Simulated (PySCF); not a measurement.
Excitations are Tamm–Dancoff values on a coarser integration grid. The basis has no diffuse functions, so Rydberg states are missing or too high.

C8H6O2, SMILES `O=Cc1ccc(C=O)cc1` (O–C–C–C torsion 0°, C–C–C–O torsion 180°) (charge 0, multiplicity 1)

The numbers are results of PBE-D3(BJ)/def2-SVP // B3LYP-D3(BJ)/def2-SVP (PySCF), not measurements.

The HOMO is -6.03 eV and the dipole moment comes out as 0.00 D. The LUMO comes out as -3.54 eV, the HOMO–LUMO gap comes out as 2.48 eV and the S1 excitation (TDA) is 2.61 eV. The S1 oscillator strength is 0.000 and the T1 excitation (TDA) is 2.30 eV. The S1–T1 gap (TDA) is 0.31 eV and the total energy comes out as -12463.87 eV. The cost is roughly 6 core-minutes.

```xyz
16

O     -3.2970    -0.6602    -1.5469
C     -2.8134    -0.0490    -0.6236
C     -1.3622    -0.0237    -0.3024
C     -0.4584    -0.7439    -1.0998
C      0.8990    -0.7186    -0.7966
C      1.3622     0.0240     0.3021
C      2.8133     0.0484     0.6240
O      3.2968     0.6597     1.5474
C      0.4585     0.7445     1.0993
C     -0.8989     0.7192     0.7961
H     -3.4532     0.5563     0.0698
H     -0.8496    -1.3113    -1.9465
H      1.6137    -1.2752    -1.4096
H      3.4530    -0.5579    -0.0684
H      0.8498     1.3119     1.9460
H     -1.6137     1.2757     1.4091
```
